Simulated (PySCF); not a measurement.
## [Ce(H2O)4]3+ at several levels of theory

Computed with PySCF 2.14.0 (density fitting, no spin-orbit coupling) at the geometry relaxed with PBE0:

```xyz
13
[Ce(H2O)4]3+ (doublet)
Ce    0.0000    0.0000    0.0000
O     1.3678    1.3727    1.3637
H     1.9329    1.1039    2.1215
H     1.5351    2.3382    1.2883
O    -1.3678   -1.3637    1.3727
H    -1.5351   -1.2883    2.3382
H    -1.9329   -2.1215    1.1039
O     1.3678   -1.3727   -1.3637
H     1.5351   -2.3382   -1.2883
H     1.9329   -1.1039   -2.1215
O    -1.3678    1.3637   -1.3727
H    -1.9329    2.1215   -1.1039
H    -1.5351    1.2883   -2.3382
```

```tsv
level	basis	state	HOMO (eV)	gap (eV)	charge on Ce1 (e)	population of f-type functions on Ce1 (core shells left out)	dipole about the centre of mass (D)	largest force component (eV/Å)
PBE0	Ce def2-SVP with ECP28, O def2-SVP, H def2-SVP	doublet	-22.47	5.96	1.86	1.15	0.00	0.01
B3LYP	the same	doublet	-21.99	4.95	1.82	1.16	0.00	0.16
CAM-B3LYP	the same	doublet	-24.08	8.93	1.84	1.15	0.00	0.12
HF	the same	doublet	-28.79	17.28	2.19	1.10	0.00	0.96
```

HOMO and gap are taken over both spins. Charges are Mulliken's, which hang on the basis. The relaxation used the grid (50, 194), these runs (75, 302) or, all-electron (x2c bases, spin-free X2C Hamiltonian), (99, 590).

Problem. What does PBE0 with Ce def2-TZVP with ECP28, O def2-TZVP, H def2-TZVP give here?

Solution. state doublet, HOMO (eV) -22.53, gap (eV) 5.96, charge on Ce1 (e) 1.99, population of f-type functions on Ce1 (core shells left out) 1.20, dipole about the centre of mass (D) 0.00, largest force component (eV/Å) 0.23. Time: 84 s on 4 threads of Arm Neoverse V1, on a shared host, from free ions and atoms.

Open shells may have lower solutions than the one found. No other spin state of this charge was computed.

Rows with open f shells in the valence may stand above their lowest state, and their gaps can end on f levels.
